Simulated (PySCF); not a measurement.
Molfile (atoms numbered from 1):
```
CH9OPSi2
     RDKit          3D

 14 13  0  0  0  0  0  0  0  0999 V2000
   -1.6462    0.0445   -0.9483 C   0  0  0  0  0  0  0  0  0  0  0  0
   -0.2104   -0.1389    0.3059 Si  0  0  2  0  0  4  0  0  0  0  0  0
   -0.7520    0.1556    1.8242 O   0  0  0  0  0  0  0  0  0  0  0  0
    1.4765    1.4476    0.0990 Si  0  0  0  0  0  4  0  0  0  0  0  0
    0.3180   -2.3443    0.2112 P   0  0  0  0  0  0  0  0  0  0  0  0
   -2.1502    0.9991   -0.8262 H   0  0  0  0  0  0  0  0  0  0  0  0
   -2.3884   -0.7413   -0.8228 H   0  0  0  0  0  0  0  0  0  0  0  0
   -1.2876   -0.0100   -1.9718 H   0  0  0  0  0  0  0  0  0  0  0  0
   -1.4097   -0.3921    2.2478 H   0  0  0  0  0  0  0  0  0  0  0  0
    0.9437    2.7831   -0.1856 H   0  0  0  0  0  0  0  0  0  0  0  0
    2.3069    1.5570    1.3013 H   0  0  0  0  0  0  0  0  0  0  0  0
    2.3876    1.1144   -1.0041 H   0  0  0  0  0  0  0  0  0  0  0  0
    0.8542   -2.2795   -1.0595 H   0  0  0  0  0  0  0  0  0  0  0  0
    1.5569   -2.1955    0.8068 H   0  0  0  0  0  0  0  0  0  0  0  0
  1  2  1  0
  2  3  1  1
  2  4  1  0
  2  5  1  0
  1  6  1  0
  1  7  1  0
  1  8  1  0
  3  9  1  0
  4 10  1  0
  4 11  1  0
  4 12  1  0
  5 13  1  0
  5 14  1  0
M  END
```

Computed data (PySCF 2.14.0 with density-fitted response routines): NMR shieldings at PBE0/pcSseg-1/GIAO, GFN2-xTB structure. Non-relativistic, one conformer, one averaged value for each set of equivalent atoms, isolated molecule.

δ = σ(ref) − σ, references computed at the same level: 13C and 1H and 29Si vs TMS; 17O vs H2O; 31P against H3PO4.

```
      atoms  nucleus  count  δ (ppm)
         C1      13C      1      8.6
        Si2     29Si      1     22.1
H10/H11/H12       1H      3        ?
   H6/H7/H8       1H      3     0.45
         P5      31P      1        ?
        Si4     29Si      1   -112.5
         H9       1H      1     1.01
    H13/H14       1H      2        ?
         O3      17O      1     39.5
```

**Question.** Estimate the values marked ?.

**Answer.** 
- H10/H11/H12: 3.47 ppm, hydrogen on a silicon bonded to Si
- H13/H14: 1.06 ppm, hydrogen on a phosphorus bonded to Si
- P5: -274.9 ppm, phosphorus bonded to Si, 2 H

OH and NH positions are those of a molecule without intermolecular hydrogen bonds; in solution they move with solvent, concentration and temperature, and exchange usually removes their couplings. Shifts are as computed. Against solution values, carbons near 30 ppm lie about +3 ppm off and those near 130 ppm about +5 ppm (rms about the fit 2.1 ppm; single classes can miss by 10 ppm). Of 1328 compounds with measured shifts, 309 miss one by over three times the rms of a fit or turn the order of signals round; such compounds aren't used in these exercises. Signals without a measured value on file couldn't be tested in this way; 1H shifts scatter by 0.2 ppm about their fit, and single ones miss by 0.5 ppm. Experimental scales use liquid or dissolved standards, which lie at an offset from isolated H2O (liquid H2O: subtract about 36 ppm) and H3PO4.
